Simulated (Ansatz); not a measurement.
The cluster Li6Te2. The state is a singlet with charge 0. Geometry PBE0-D4/def2-SVP; atoms count from 1.

Cartesian coordinates in Å:
```
Li -1.404 -0.821 -2.555
Li 1.436 0.812 2.543
Li -1.263 0.345 0.592
Li 1.234 -0.339 -0.581
Li 0.845 2.912 0.057
Li -0.810 -2.920 -0.074
Te -0.417 1.420 -1.665
Te 0.379 -1.408 1.682
```

In the def2 sets Te takes a core potential; there is no spin–orbit coupling. The restricted singlet is unstable towards broken spin symmetry in Hartree–Fock (as tested in another run); at PBE0-D4/def2-TZVP this wasn't settled. Another isomer (singlet) lies 0.97 eV lower at PBE0-D4/def2-TZVP; other spin states weren't run for this one.

Question: Estimate the Mulliken populations from the PBE0/def2-TZVP orbitals of Ansatz.

Answer: 
```
atom  charge (e)
 Li1        0.23
 Li2        0.23
 Li3        0.60
 Li4        0.58
 Li5        0.23
 Li6        0.23
 Te7       -1.06
 Te8       -1.06
```
Mulliken values depend strongly on the basis.

Question: And the Mayer bond orders between heavy atoms (over 0.3)?

Answer: Li1–Te7 0.40 (2.61 Å); Li2–Te8 0.40 (2.60 Å); Li3–Te7 0.36 (2.64 Å); Li3–Te8 0.36 (2.64 Å); Li4–Te7 0.36 (2.64 Å); Li4–Te8 0.36 (2.64 Å); Li5–Te7 0.40 (2.60 Å); Li6–Te8 0.40 (2.60 Å).
